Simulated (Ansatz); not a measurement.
Harmonic frequencies (cm⁻¹) at PBE0-D4/def2-TZVP from Ansatz: 106, 132, 231, 266, 280, 304, 326, 332, 363, 376, 421, 761, 782, 797, 838, 851, 930, 950, 986, 1571, 1574, 3632, 3643, 3732, 3746, 3928, 3935.

Each molecule was computed in one conformer, which needn't be the lowest.

Q: Which molecule is it?
A. `F[SiH2]N([SiH3])[SiH3]`
B. `N[Si](N)(O)O`
C. `C#C[SiH](Cl)OC`
D. `N[SiH](Cl)O[SiH3]`

A: B.
